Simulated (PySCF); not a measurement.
Compound: H₅NO₂Si.
SMILES with atom numbers: `[NH2:1][SiH:2]([OH:3])[OH:4]` (hydrogens: H5, H6 on N1; H7 on Si2; H8 on O3; H9 on O4)

The calculation used PBE0-D3(BJ)/def2-SVP geometry optimisation, gas phase (PySCF).

Question: Give the optimised bond lengths and angles.

Answer: 
```
          bond  length (Å)
        N1–Si2       1.727
Si2–O3, Si2–O4       1.659
  N1–H5, N1–H6       1.015
        Si2–H7       1.479
  O3–H8, O4–H9       0.962
```

Bonds in one row agree within 0.01 Å and their mean is given. A selection of angles:
```
    angle  degrees
Si2–N1–H5    119.2
 H5–N1–H6    110.3
N1–Si2–O3    106.4
N1–Si2–O4    106.7
N1–Si2–H7    119.3
O3–Si2–O4    115.8
O3–Si2–H7    104.6
O4–Si2–H7    104.4
Si2–O3–H8    115.3
```

Dihedral angles: H8–O3–Si2–N1 43° (synclinal); H9–O4–Si2–N1 -46° (synclinal).

Si2 (oxygen-bound silicon) is distorted tetrahedral (angles from 104.4° to 119.3°). N1 (silicon-bound nitrogen) has angles 119.5°, 119.2° and 110.3°, sum 349.0°, 0.23 Å off the plane of its three neighbours.

Point group: Cs (every atom within 0.08 Å of its image). No frequency check. The numbers are those of one conformer (H–N1–Si2–O3 48° and -171°, N1–Si2–O3–H 43°, N1–Si2–O4–H -46°).

On an Arm Neoverse V2 with one thread, no GPU, on a shared host, this took 31 s and 0.37 GiB of memory at its peak. This is the geometry optimisation.
